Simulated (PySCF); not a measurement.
H₆N₃Si, SMILES N[Si](N)N, multiplicity 2.

Geometry: B3LYP-D3(BJ)/def2-SVP. One conformer was computed; it need not be the lowest.

The numbers are results of TDA-PBE/def2-SVPD run with PySCF 2.14.0, not measurements.

Vertical excitations; the highest root listed may be one member of a degenerate set. Gas-phase values at a fixed geometry.

```
state    energy (eV)  λ (nm)      f                                     main pairs
-------  -----------  ------  -----  ---------------------------------------------
root 1          3.68     336  0.000            α HOMO→LUMO 93 %, β HOMO−2→LUMO 7 %
root 2          3.90     318  0.006    α HOMO→LUMO+1, β HOMO→LUMO (degenerate set)
root 3          3.90     318  0.006  α HOMO→LUMO+2, β HOMO−1→LUMO (degenerate set)
root 4          4.26     291  0.105    α HOMO→LUMO+1, β HOMO→LUMO (degenerate set)
root 5          4.26     291  0.105  α HOMO→LUMO+2, β HOMO−1→LUMO (degenerate set)
root 6          4.42     280  0.048            α HOMO→LUMO 6 %, β HOMO−2→LUMO 89 %
root 7          5.44     228  0.111                             α HOMO→LUMO+3 99 %
root 8          5.60     221  0.006                 α HOMO→LUMO+5 (degenerate set)
root 9          5.60     221  0.006                 α HOMO→LUMO+4 (degenerate set)
root 10         5.70     218  0.004         α HOMO→LUMO+6 69 %, α HOMO→LUMO+7 26 %
```
Unrestricted roots are not spin-pure.
